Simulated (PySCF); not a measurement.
**Ga(2+): excitation energy**

Ga(2+) [Ar] 3d10 4s1 (2S) → Ga(2+) [Ar] 3d9 4s2 (2D), as a difference of total energies. Computed with PySCF 2.14 in x2c-TZVPPall, with scalar relativity by spin-free X2C-1e. Correlated levels: valence and next inner shell: [Ne] frozen. The calculations carry no spin-orbit coupling.

```
                                method  excitation energy (eV)
                                   UHF                  15.788
                                   LDA                  16.703
                                   PBE                  16.411
                                  PBE0                  16.398
                                r2SCAN                  16.514
                             CAM-B3LYP                  16.160
                                PBEsol                  16.624
                                 wB97X                  16.153
                               wB97X-V                  16.403
    MP2 (valence and next inner shell)                  16.895
SCS-MP2 (valence and next inner shell)                  16.564
```

Problem. How much does correlation contribute at MP2 (valence and next inner shell)?

Solution. 16.895 − (15.788) = 1.107 eV, measured against UHF.

A first-order spin-orbit estimate (lowest level to lowest level, LS coupling) adds -0.174 eV.
